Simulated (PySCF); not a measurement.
**Working out the ionisation energy of Ge⁺**

Ge⁺ [Ar] 3d10 4s2 4p1 (2P) → Ge²⁺ [Ar] 3d10 4s2 (1S). All numbers are calculated (PySCF 2.14, the spin-free X2C one-electron Hamiltonian (Gaussian nucleus), in x2c-TZVPall). Frozen: [Ar] 3d10. Energies in hartree (1 hartree = 27.21139 eV):

```csv
part,Ge⁺ (lower),Ge²⁺ (upper)
UHF,-2096.775745,-2096.217191
CCSD correlation,-0.050019,-0.038517
(T),-0.000751,0.000000
```

Question: What does Hartree-Fock give?

Answer: (-2096.217191) − (-2096.775745) = 0.558554 hartree = 15.199 eV.

Question: What do CCSD and CCSD(T) give?

Answer: The CCSD correlation energies differ by 0.011502 hartree = 0.313 eV and the triples by 0.000751 hartree = 0.020 eV, so CCSD gives 15.512 eV and CCSD(T) 15.532 eV.

Measured between the centres of the two terms (NIST): 15.789 eV, so CCSD(T) (valence) is off by -0.257 eV.

What remains against the reference includes basis incompleteness, the frozen core and higher excitations.
